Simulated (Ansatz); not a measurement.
Ga₈P₇H₂₄⁻, a nanocrystal cut from zinc blende GaP (hydrogen-capped). Total charge -1; singlet. Geometry r2SCAN-D4/def2-SVP, basis def2-SVP, Ansatz.

```xyz
39

P    -1.080    1.273    0.378
P    -2.790   -1.657    1.641
P     4.232    2.439    0.408
P     2.142   -0.204    1.784
P    -2.968   -0.740   -1.965
P    -0.046   -2.377   -0.601
P     1.961    0.721   -1.856
Ga   -2.275    1.530   -1.715
Ga    3.043    2.851   -1.665
Ga   -4.346   -1.621   -0.196
Ga   -2.069    0.473    2.441
Ga    0.635   -0.219   -0.087
Ga   -1.018   -3.240    1.447
Ga    3.257    1.783    2.529
Ga   -1.224   -2.182   -2.713
H    -0.345    2.465    0.645
H    -3.556   -2.171    2.727
H     5.003    3.606    0.666
H     5.319    1.567    0.130
H     1.395   -0.751    2.857
H     3.108   -1.237    1.632
H    -3.844   -0.693   -3.088
H     1.209   -3.016   -0.826
H     1.105    0.731   -2.986
H     2.913   -0.234   -2.303
H    -3.487    2.502   -1.484
H    -1.178    1.896   -2.796
H     1.969    3.935   -1.336
H     4.119    3.011   -2.797
H    -5.481   -0.574    0.126
H    -4.737   -3.105   -0.555
H    -3.275    1.409    2.814
H    -0.869    0.305    3.459
H     0.078   -3.016    2.569
H    -1.540   -4.699    1.175
H     2.185    2.867    2.863
H     4.440    1.407    3.491
H    -0.232   -1.426   -3.690
H    -1.753   -3.607   -3.122
```

```json
{"run": "A", "HOMO (eV)": "-3.22", "LUMO (eV)": "0.81"}
{"run": "B", "HOMO (eV)": "-4.03", "LUMO (eV)": "1.41"}
{"run": "C", "HOMO (eV)": "-2.95", "LUMO (eV)": "0.66"}
{"run": "D", "HOMO (eV)": "-5.20", "LUMO (eV)": "2.49"}
```

Single mean-field runs in def2-SVP are fitted with def2-universal-jkfit.

Task: The runs used CAM-B3LYP, PBE, PBE0, r2SCAN. Estimate which is which.

Result: A r2SCAN (0 % exact exchange); B PBE0 (25 % exact exchange); C PBE (0 % exact exchange); D CAM-B3LYP (range-separated). Exact exchange lowers occupied and raises empty levels; among semilocal functionals meta-GGAs tend to open the gap a little, and such runs are hard to tell apart. The gap grows from 3.61 eV (PBE) to 7.69 eV (CAM-B3LYP).
